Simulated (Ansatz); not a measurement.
Basis-set extrapolation for CH$_{6}$ClNSi$_{2}$ (`Cl[SiH]1C[SiH2]N1`) (PBE0-D4/def2-TZVP geometry, frozen core, Ansatz 0.2.0). Multiplicity 1, RHF reference.

```
                       def2-TZVPP    def2-QZVPP
                 HF  -1133.369459  -1133.405177
    MP2 correlation     -0.806140     -0.870341
CCSD(T) correlation     -0.896124       not run
```

Energies in hartree. Use E(X) = E(∞) + A·exp(−7.88·√X) for Hartree–Fock and E(X) = E(∞) + B·X^(−2.97) for correlation, with X = 3 and 4, and add CCSD(T) minus MP2 of the smaller set to the MP2 limit.

**Question.** What is the CCSD(T) energy at the basis-set limit?

**Answer.** HF limit: -1133.405177 + (-0.035718) × 0.13774 = -1133.41010. MP2 limit: -0.870341 + (-0.064201) × 0.74074 = -0.91790. Higher-order term: -0.896124 − (-0.806140) = -0.08998. Total: -1134.41798 hartree, 95.6 kcal/mol below CCSD(T)/def2-TZVPP.
